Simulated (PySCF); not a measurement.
Molecule: SMILES FC([C@H](O[C@@H](C)F)F)F, C₄H₆F₄O.

Cartesian coordinates in Å; atom numbers follow the order of the lines, from 1:
```xyz
15

C     2.360    0.504    0.238
C     1.084   -0.187    0.666
F     0.707    0.257    1.915
O     0.070    0.135   -0.242
C    -1.138   -0.482   -0.027
F    -1.048   -1.816   -0.362
C    -2.174    0.166   -0.958
F    -3.386   -0.385   -0.756
F    -2.286    1.476   -0.674
H     2.174    1.571    0.157
H     3.133    0.325    0.979
H     2.672    0.117   -0.726
H     1.200   -1.279    0.763
H    -1.474   -0.442    1.021
H    -1.897    0.050   -2.016
```

Frames of a GFN2-xTB Langevin trajectory at 400 K; GIAO PBE0/pcSseg-1 shieldings in PySCF 2.14.0 with density-fitted response routines, gas phase, non-relativistic; equivalent atoms averaged within each frame.

Scale: 13C (σref 186.93), 1H (σref 31.72) vs TMS; CFCl3 for 19F (σref 170.95); 17O (σref 336.08) vs H2O (reference shieldings calculated alike). The references are static minima.

**Question.** How do the shifts (ppm) fluctuate along the trajectory?

**Answer.** 
| time (fs) | C7 | C2 | C5 | C1 | F9 | F8 | F3 | F6 | O4 | H15 |
| --- | --- | --- | --- | --- | --- | --- | --- | --- | --- | --- |
| optimised geometry | 118.5 | 110.0 | 107.5 | 23.2 | -150.1 | -152.1 | -159.6 | -176.5 | 148.8 | 5.93 |
| 250 | 127.2 | 114.8 | 108.4 | 26.0 | -134.8 | -138.2 | -160.5 | -162.1 | 145.7 | 6.57 |
| 425 | 116.2 | 106.6 | 113.1 | 25.0 | -146.2 | -154.8 | -155.9 | -165.9 | 143.6 | 6.21 |
| 625 | 114.4 | 103.5 | 109.3 | 16.6 | -153.0 | -152.4 | -166.0 | -181.6 | 136.8 | 6.18 |
| 800 | 118.0 | 115.4 | 114.5 | 30.4 | -146.5 | -147.0 | -173.9 | -147.7 | 148.9 | 6.25 |
| 1000 | 118.9 | 113.4 | 111.5 | 26.7 | -164.0 | -150.1 | -117.6 | -180.9 | 147.6 | 5.78 |
| mean of frames | 118.9 | 110.7 | 111.4 | 25.0 | -148.9 | -148.5 | -154.8 | -167.6 | 144.5 | 6.20 |
| standard deviation | 4.9 | 5.4 | 2.5 | 5.1 | 10.7 | 6.4 | 21.8 | 14.1 | 4.8 | 0.28 |

5 frames give an uncertainty of the mean of about the standard deviation over 2.2 at best, since frames this close in time may not be independent; classical motion lacks zero-point vibration, and the reference would need the same averaging.
